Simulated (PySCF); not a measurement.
C$_{2}$H$_{5}$O, doublet, at a GFN2-xTB geometry. Base run: PBE0/6-311G** in PySCF.

Geometry (Å):
```xyz
8

C      1.2350     0.2446     0.0184
C     -0.0285    -0.4804     0.2083
O     -1.1701     0.1851    -0.2709
H      1.2570     1.1829    -0.4991
H      2.1514    -0.1871     0.3655
H     -0.0149    -1.4499    -0.3166
H     -0.1603    -0.7270     1.2835
H     -1.1118     1.1150    -0.0257
```
Charge 0, spin multiplicity 2.
Orbitals are unrestricted.
All else is at PySCF's defaults.

Variants of this job, named by their change:

```csv
change,basis functions,E (Eh),HOMO (eV),dipole (D)
base,84,-154.22846,-6.07,1.54
basis = x2c-SVPall; relativity = none,67,-154.07071,-6.08,1.53
basis = cc-pVTZ-DK; relativity = none,160,-154.24194,-6.12,1.45
basis = cc-pVTZ-DK; relativity = spin-free X2C,160,-154.32878,-6.11,1.44
basis = cc-pVTZ-DK; relativity = spin-free X2C; nucleus = Gaussian (with mol.nucmod = 'G'),160,-154.32876,-6.11,1.44
basis = x2c-SVPall; relativity = spin-free X2C; nucleus = Gaussian (with mol.nucmod = 'G'),67,-154.15251,-6.08,1.52
basis = ANO-RCC-VDZP; relativity = none,67,-154.23878,-6.10,1.60
basis = x2c-SVPall; relativity = spin-free X2C,67,-154.15253,-6.08,1.52
basis = ANO-RCC-VDZP; relativity = spin-free X2C; nucleus = Gaussian (with mol.nucmod = 'G'),67,-154.32968,-6.10,1.60
basis = ANO-RCC-VDZP; relativity = spin-free X2C,67,-154.32970,-6.10,1.60
```

Total energies compare only within one method and basis.

Open shells are given as the SCF converged; they aren't shown to be the lowest states, and a large step between rows can be another state.

Basis sets contracted for a relativistic Hamiltonian are a mismatch without it, so the rows without relativity aren't non-relativistic limits. No row has spin-orbit coupling; sets with core potentials leave out the core electrons.
